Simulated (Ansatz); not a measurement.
C3H7FSn can be A, `C=[C](F)[SnH2][CH3]`, or B, `F[CH]1C[CH2][SnH2]1`.

Program: Ansatz. Geometries: PBE0-D4/def2-TZVP. ΔE: electronic, gas phase. CCSD(T)/CBS adds triple-zeta CCSD(T) − MP2 to the extrapolated MP2 energy (def2 sets, frozen cores). DFT in def2-TZVPP. B3LYP here is the variant with VWN-RPA as its local correlation; programs differ in this. def2 core potentials past Kr. For Sn outer-core shells are correlated without core-valence functions, which leaves a few kJ/mol of doubt a bond. One conformer a species, not always the lowest.

A:

Z-matrix (Å, degrees):
```
Sn
C 1 2.136
C 1 2.147 2 107.0
H 1 1.708 2 111.6 3 -118.6
H 1 1.708 2 111.6 3 118.6
H 2 1.090 1 110.0 3 -180.0
H 2 1.090 1 109.9 3 60.1
H 2 1.090 1 109.9 3 -60.1
F 3 1.352 1 115.0 2 179.7
C 3 1.323 1 126.0 2 -0.3
H 10 1.085 3 121.7 1 -180.0
H 10 1.082 3 119.8 1 0.0
```

B:

```xyz
12

F     0.605   -0.654   -2.278
C    -0.107   -0.546   -1.105
C     0.722   -0.845    0.147
C     0.038   -0.040    1.267
Sn   -0.705    1.365   -0.213
H    -0.977   -1.206   -1.184
H     1.727   -0.449   -0.026
H     0.826   -1.915    0.359
H    -0.793   -0.577    1.727
H     0.705    0.314    2.049
H     0.304    2.704   -0.533
H    -2.345    1.848   -0.210
```

Question: Which is lower in electronic energy at CCSD(T)/CBS, and by how much? (Best estimate.)

Answer: The calculation gave: A, by 17.8 kJ/mol.

Question: Give E(B) − E(A) in kJ/mol with B3LYP-D4, PBE-D4, CCSD(T)/def2-TZVPP, B2PLYP, ωB97M-V, PBE0-D4, B3LYP. (Best estimate.)

Answer: Ansatz gave: B3LYP-D4 29.2, PBE-D4 11.9, CCSD(T)/def2-TZVPP 21.1, B2PLYP 26.7, ωB97M-V 20.4, PBE0-D4 7.1, B3LYP 32.1. None reverses the order clearly.

Largest T1 diagnostic: 0.013.

From PBE to PBE0 (25 % exact exchange), in def2-TZVPP and without D4, E(B) − E(A) moves by −5.2 kJ/mol. In def2-TZVPP, CCSD(T) changes the Hartree–Fock value by −24.5 kJ/mol (the triples alone add −1.0 kJ/mol) and MP2 by −32.8 kJ/mol.
